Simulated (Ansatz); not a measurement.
Basis-set series for CHFNSi, SMILES `N#C[SiH]F` radical. Charge 0, multiplicity 2. Geometry: relaxed with PBE0-D4/def2-TZVP.

| functional | basis | functions | energy (Eh) | HOMO (eV) | LUMO (eV) |
| --- | --- | --- | --- | --- | --- |
| PBE0-D4 | def2-TZVPP | 149 | -482.55347 | -7.45 | -3.56 |
| PBE0-D4 | def2-QZVPP | 271 | -482.57395 | -7.48 | -3.58 |
| ωB97M-V | def2-TZVPP | 149 | -482.81134 | -9.21 | -1.88 |
| ωB97M-V | def2-QZVPP | 271 | -482.83029 | -9.24 | -1.93 |

(1) Give the rows for def2-SVP. (An estimate is asked.)

Answers

(1) The calculation gave: 
| functional | basis | functions | energy (Eh) | HOMO (eV) | LUMO (eV) |
| --- | --- | --- | --- | --- | --- |
| PBE0-D4 | def2-SVP | 65 | -482.21130 | -7.34 | -3.51 |
| ωB97M-V | def2-SVP | 65 | -482.46361 | -9.07 | -1.78 |

HOMO and LUMO are taken over both spins.

Program: Ansatz 0.2.0.
